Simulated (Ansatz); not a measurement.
Total energies of ZrSe2⁺ (the lowest doublet isomer of a short search) from Ansatz at PBE0-D4/def2-TZVP, gas phase (1 Eh = 27.2114 eV = 2625.5 kJ/mol). The reference geometry is relaxed at PBE0-D4/def2-TZVP.

| atom | x (Å) | y (Å) | z (Å) |
| --- | --- | --- | --- |
| Zr1 | 0.503 | -0.962 | 0.908 |
| Se2 | 0.560 | 1.264 | -0.075 |
| Se3 | -1.063 | -0.302 | -0.834 |

| state | geometry | energy (Eh) |
| --- | --- | --- |
| charge 1 doublet | reference | -4849.36593 |
| charge 0 triplet | reference | -4849.59074 |
| charge 1 quartet | relaxed at PBE0-D4/def2-TZVP | -4849.32905 |

In the def2 sets Zr takes a core potential; there is no spin–orbit coupling.

**Question.** Work out the vertical electron affinity, to the triplet.

**Answer.** E(charge 1 doublet) − E(charge 0 triplet) = -4849.36593 − (-4849.59074) = 0.22481 Eh = 6.12 eV.

**Question.** Which of the charge 1 states is lowest, and how far above it are the others?

**Answer.** The doublet. quartet: -4849.32905 − (-4849.36593) = 0.03688 Eh = 96.8 kJ/mol.

The structure comes from a short search, and lower isomers may exist.
